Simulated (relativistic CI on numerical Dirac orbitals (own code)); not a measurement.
## Energy levels of Bi⁺

Calculated at this level of theory: Dirac-Coulomb-Breit CI, separate exchange-only KLI orbitals for each configuration, model QED (radiative potential, 1s self-energy scaled to tabulated hydrogen-like ionisation energies), valence Slater integrals scaled by 0.85, P86 correlation energy added to each configuration (own radial code, finite nucleus).

Configurations in the expansion (outside the closed core [Xe] 4f14 5d10): 6s2 6p2, 6s2 6p 7s, 6s 6p3, 6s2 6p 6d, 6s2 6p 7p, 6s2 6p 5f, 6s2 6p 7d, 6s2 6d2, 6p4, 6s2 6p 8s, 6s2 6p 8p, 6s 6p2 6d, 6s2 5f2, 6s2 6p 9s, 6s2 6p 6f, 6s2 6p 8d, 6s2 6p 5g, 6s2 6p 9p, 6s2 6p 7f. Levels of other configurations are missing.

| No. | Configuration | Term | J | E (cm⁻¹) | % | Next component (%) | Landé g | jj configuration (%) |
| --- | --- | --- | --- | --- | --- | --- | --- | --- |
| 41 | 6s2 6p 7p | 3S | 1 | 111742.6 | 39 | 19 6s2 6p 8p 3P | 1.542 | 6p3/2 7p3/2 (45) |
| 42 | 6s2 6p 8p | 3D | 2 | 112180.4 | 39 | 24 1D | 1.230 | 6p1/2 8p3/2 (76) |
| 43 | 6s2 6p 7d | 3P° | 2 | 112282.1 | 34 | 23 3D° | 1.258 | 6p1/2 7d5/2 (71) |
| 44 | 6s2 6p 8p | 3P | 1 | 112417.5 | 30 | 23 6s2 6p 7p 3S | 1.555 | 6p1/2 8p3/2 (59) |
| 45 | 6s2 6p 6d | 1P° | 1 | 112690.2 | 39 | 20 6s2 6p 7d 3D° | 0.929 | 6p3/2 6d5/2 (37) |
| 46 | 6s2 6p 6d | 1F° | 3 | 113254.7 | 33 | 30 6s2 6p 7d 3F° | 1.084 | 6p1/2 7d5/2 (48) |
| 47 | 6s2 6p 7p | 1D | 2 | 113648.6 | 46 | 34 3P | 1.206 | 6p3/2 7p3/2 (75) |
| 48 | 6s2 6p 6d | 3D° | 3 | 114698.8 | 44 | 29 6s 6p3 3D° | 1.255 | 6p3/2 6d5/2 (60) |
| 49 | 6s 6p3 | 3P° | 0 | 114944.9 | 48 | 38 6s2 6p 6d 3P° |  | 6s 6p1/2 6p3/2^2 (48) |
| 50 | 6s2 6p 7p | 1S | 0 | 116230.2 | 67 | 22 3P |  | 6p3/2 7p3/2 (89) |
| 51 | 6s 6p3 | 3P° | 1 | 116801.1 | 29 | 18 6s2 6p 6d 3P° | 1.279 | 6s 6p1/2 6p3/2^2 (37) |
| 52 | 6s2 6p 9s | 3P° | 0 | 118075.0 | 91 | 6 6s 6p3 3P° |  | 6p1/2 9s (91) |
| 53 | 6s2 6p 9s | 3P° | 1 | 118263.6 | 52 | 25 1P° | 1.301 | 6p1/2 9s (77) |
| 54 | 6s2 6p 8d | 3F° | 2 | 118701.4 | 26 | 17 1D° | 1.058 | 6p1/2 8d3/2 (45) |
| 55 | 6s2 6p 6f | 3G | 3 | 119309.3 | 67 | 25 1F | 0.849 | 6p1/2 6f5/2 (97) |
| 56 | 6s2 6p 6f | 3D | 3 | 119410.3 | 48 | 34 3F | 1.176 | 6p1/2 6f7/2 (96) |
| 57 | 6s2 6p 6f | 3G | 4 | 119528.5 | 42 | 31 1G | 1.087 | 6p1/2 6f7/2 (99) |
| 58 | 6s2 6p 6f | 3F | 2 | 119603.2 | 47 | 31 1D | 0.879 | 6p1/2 6f5/2 (98) |
| 59 | 6s2 6p 8d | 3F° | 2 | 120523.7 | 48 | 19 3D° | 0.973 | 6p1/2 8d3/2 (43) |
| 60 | 6s2 6p 9p | 3D | 1 | 120783.9 | 74 | 22 1P | 0.664 | 6p1/2 9p1/2 (100) |
| 61 | 6s2 6p 8d | 3F° | 3 | 121003.6 | 44 | 27 1F° | 1.109 | 6p1/2 8d5/2 (89) |
| 62 | 6s2 6p 8d | 3D° | 1 | 121296.4 | 45 | 28 1P° | 0.846 | 6p1/2 8d3/2 (89) |
| 63 | 6s2 6p 9p | 3P | 0 | 121488.2 | 67 | 29 1S |  | 6p1/2 9p1/2 (96) |
| 64 | 6s2 6p 8d | 3P° | 2 | 121526.0 | 25 | 20 6s 6p3 3P° | 1.293 | 6p1/2 8d5/2 (51) |
| 65 | 6s2 6p 9p | 3P | 1 | 121555.3 | 50 | 29 3S | 1.496 | 6p1/2 9p3/2 (100) |
| 66 | 6s2 6p 9p | 3D | 2 | 121648.1 | 51 | 32 1D | 1.168 | 6p1/2 9p3/2 (99) |
| 67 | 6s2 6p 5g | 3H° | 4 | 121668.0 | 72 | 18 1G° | 0.861 | 6p1/2 5g7/2 (100) |
| 68 | 6s2 6p 5g | 3F° | 4 | 121671.3 | 57 | 26 3G° | 1.156 | 6p1/2 5g9/2 (100) |
| 69 | 6s2 6p 5g | 3H° | 5 | 121672.1 | 40 | 33 1H° | 1.068 | 6p1/2 5g9/2 (100) |
| 70 | 6s2 6p 5g | 3G° | 3 | 121706.3 | 41 | 32 1F° | 0.919 | 6p1/2 5g7/2 (97) |
| 71 | 6s2 6p 7f | 3G | 3 | 125355.3 | 57 | 30 1F | 0.897 | 6p1/2 7f5/2 (87) |
| 72 | 6s2 6p 7f | 3D | 3 | 125410.1 | 41 | 36 3F | 1.129 | 6p1/2 7f7/2 (87) |
| 73 | 6s2 6p 7f | 3G | 4 | 125499.5 | 41 | 32 1G | 1.086 | 6p1/2 7f7/2 (99) |
| 74 | 6s2 6p 7f | 3F | 2 | 125547.5 | 45 | 31 1D | 0.881 | 6p1/2 7f5/2 (97) |
| 75 | 6s2 6p 8s | 3P° | 2 | 125668.3 | 94 | 2 6s 6p3 1D° | 1.473 | 6p3/2 8s (94) |
| 76 | 6s2 6p 8s | 1P° | 1 | 126376.8 | 60 | 28 3P° | 1.133 | 6p3/2 8s (88) |
| 77 | 6s 6p3 | 3S° | 1 | 127610.2 | 41 | 25 1P° | 1.435 | 6s 6p1/2 6p3/2^2 (53) |
| 78 | 6s2 6p 7d | 1D° | 2 | 128422.0 | 43 | 26 3P° | 1.148 | 6p3/2 7d5/2 (70) |
| 79 | 6s2 6p 5f | 1F | 3 | 128679.8 | 46 | 26 3G | 0.956 | 6p3/2 5f5/2 (84) |
| 80 | 6s2 6p 5f | 3F | 4 | 128830.0 | 68 | 27 3G | 1.186 | 6p3/2 5f7/2 (80) |
| 81 | 6s2 6p 5f | 3D | 3 | 129378.4 | 47 | 35 3F | 1.191 | 6p3/2 5f7/2 (83) |
| 82 | 6s2 6p 5f | 3G | 5 | 129422.9 | 99 | 1 6s 6p2 6d 3G | 1.201 | 6p3/2 5f7/2 (99) |
| 83 | 6s2 6p 5f | 3F | 2 | 129637.1 | 46 | 39 3D | 0.912 | 6p3/2 5f5/2 (96) |
| 84 | 6s2 6p 7d | 3F° | 4 | 129905.9 | 99 | 1 6s2 6p 6d 3F° | 1.250 | 6p3/2 7d5/2 (99) |
| 85 | 6s2 6p 5f | 1G | 4 | 130069.2 | 65 | 30 3G | 1.024 | 6p3/2 5f5/2 (80) |
| 86 | 6s2 6p 5f | 3D | 1 | 130304.2 | 99 |  | 0.502 | 6p3/2 5f5/2 (99) |
| 87 | 6s2 6p 5f | 1D | 2 | 130581.5 | 56 | 39 3D | 1.056 | 6p3/2 5f7/2 (98) |
| 88 | 6s2 6p 7d | 3D° | 3 | 131256.1 | 44 | 41 3F° | 1.192 | 6p3/2 7d3/2 (71) |
| 89 | 6s2 6p 7d | 3P° | 1 | 131830.8 | 55 | 33 3D° | 1.131 | 6p3/2 7d3/2 (91) |
| 90 | 6s2 6p 7d | 3P° | 0 | 131884.5 | 95 | 4 6s 6p3 3P° |  | 6p3/2 7d3/2 (95) |
| 91 | 6s2 6p 7d | 3D° | 2 | 131978.5 | 54 | 18 3P° | 1.162 | 6p3/2 7d3/2 (82) |
| 92 | 6s2 6p 8p | 3P | 1 | 132012.7 | 44 | 32 1P | 1.238 | 6p3/2 8p1/2 (88) |
| 93 | 6s2 6p 8p | 3D | 2 | 132258.1 | 45 | 36 3P | 1.251 | 6p3/2 8p1/2 (93) |
| 94 | 6s2 6p 8p | 3D | 3 | 133060.4 | 99 |  | 1.332 | 6p3/2 8p3/2 (99) |
| 95 | 6s2 6p 8p | 3S | 1 | 133215.5 | 59 | 33 1P | 1.607 | 6p3/2 8p3/2 (88) |
| 96 | 6s2 6p 7d | 1F° | 3 | 133487.9 | 57 | 30 3D° | 1.118 | 6p3/2 7d5/2 (67) |
| 97 | 6s2 6p 8p | 1D | 2 | 133698.4 | 50 | 47 3P | 1.241 | 6p3/2 8p3/2 (94) |
| 98 | 6s2 6p 7d | 1P° | 1 | 134613.3 | 38 | 16 6s 6p3 3S° | 1.253 | 6p3/2 7d5/2 (59) |

Energies count from the lowest computed level; ° marks odd parity. Filled j subshells are mostly left out of the jj labels.

The mean weight of the leading LS term, summed over parents, in these 58 levels is 54 %, and that of the leading jj configuration (from the same eigenvectors) 82 %, so jj coupling describes them better and the LS labels are nominal.

Correlation outside the listed configurations is missing or only estimated: errors of thousands of cm⁻¹ between configurations and terms are usual at this charge. Rates and lifetimes follow the computed energies and can be off by large factors. The fine structure of a lone outer electron comes out too small, for d and f at times inverted, and misplaced configurations move strength between like terms. 9 of the 25 excited levels that our extract of the measured tables holds in this range could be paired (the sources list more); they are missed by 2251 cm⁻¹ on average and 4360 at most, and levels without a partner can miss by more.

LS names give the leading component of a level, which can be under half, so a name can repeat, a term be missing and a line seem to break the LS rules.
